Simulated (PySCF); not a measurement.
## Germanium: a sound run and one with changed settings

Sound run: Ge⁺ [Ar] 3d10 4s2 4p1, Ge²⁺ [Ar] 3d10 4s2. Calculation: PySCF 2.14, in x2c-TZVPall (6s5p4d1f, 48 functions); scalar relativity by spin-free X2C-1e. In the sound run the correlated levels freeze [Ar] 3d10. The sound run starts from symmetry-adapted Hartree-Fock orbitals and uses a fine grid where one is needed.

Changed run: a valence shell is frozen. This setting is unsound on purpose.

Ionisation energy of Ge⁺:

```
 method  sound run (eV)  changed run (eV)
    UHF          15.199            15.199
    MP2          15.437            15.199
SCS-MP2          15.426            15.199
   CCSD          15.512            15.199
CCSD(T)          15.532            15.199
  CCSDT             n/a            15.199
    FCI             n/a            15.199
```

Freezing a valence shell removes pair correlation that changes on ionisation.

For comparison, NIST gives 15.935 eV between the lowest levels.
